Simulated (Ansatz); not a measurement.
Consider the redistribution: `OB[Si](F)([SiH3])Cl` + `OB(F)F` → `F[Si](F)([SiH3])Cl` + `OBB(O)F`.

Program: Ansatz. Geometries: PBE0-D4/def2-TZVP. ΔE: electronic, gas phase. CCSD(T)/CBS adds triple-zeta CCSD(T) − MP2 to the extrapolated MP2 energy (def2 sets, frozen cores). This one scheme is used for every species. Functionals use def2-TZVPP. One conformer a species, not always the lowest.

`OB[Si](F)([SiH3])Cl`:

Z-matrix (Å, degrees):
```
Si
B 1 2.028
Si 1 2.345 2 118.5
F 1 1.606 2 109.5 3 -125.3
Cl 1 2.068 2 105.4 3 120.1
O 2 1.348 1 117.0 3 -16.7
H 2 1.203 1 122.3 3 165.1
H 3 1.487 1 109.9 2 178.0
H 3 1.486 1 108.9 2 58.1
H 3 1.488 1 110.2 2 -61.5
H 6 0.962 2 114.2 1 -177.4
```

`OB(F)F`:

Cartesian coordinates in Å:
```
O -0.853 -0.516 0.199
B 0.334 -0.015 -0.189
F 1.111 -0.727 -0.978
F 0.757 1.183 0.197
H -1.349 0.074 0.772
```

`F[Si](F)([SiH3])Cl`:

Cartesian coordinates in Å:
```
F 1.506 -0.732 1.511
Si 0.116 -0.800 0.752
F -1.006 -0.759 1.871
Si -0.118 0.960 -0.757
Cl 0.004 -2.610 -0.168
H 0.968 0.858 -1.762
H -0.028 2.251 -0.030
H -1.441 0.833 -1.418
```

`OBB(O)F`:

Z-matrix (Å, degrees):
```
B
B 1 1.723
O 1 1.358 2 114.3
H 1 1.203 2 126.7 3 180.0
F 2 1.331 1 122.3 3 179.8
O 2 1.352 1 121.9 3 -0.2
H 3 0.961 1 114.4 2 180.0
H 6 0.962 2 111.6 1 0.0
```

| species | PBE energy (Eh) |
| --- | --- |
| `OB[Si](F)([SiH3])Cl` | -1241.66936 |
| `OB(F)F` | -300.36804 |
| `F[Si](F)([SiH3])Cl` | -1240.30366 |
| `OBB(O)F` | -301.73428 |

Work out ΔE.

ΔE = (-1240.30366) + (-301.73428) − (-1241.66936) − (-300.36804) = -0.00054 Eh = -0.01 eV. CCSD(T)/CBS gives -0.11 eV.

Largest T1 diagnostic among the species: 0.014.

In def2-TZVPP, CCSD(T) changes the Hartree–Fock value by −0.04 eV (the triples alone add −0.00 eV) and MP2 by −0.06 eV. The D4 term adds +0.03 eV with B3LYP and +0.02 eV with PBE0; it sums over pairs of atoms, weighted by their polarisabilities, and B3LYP, whose exchange is more repulsive, gets the larger term.

B3LYP here is the variant with VWN-RPA as its local correlation; programs differ in this.
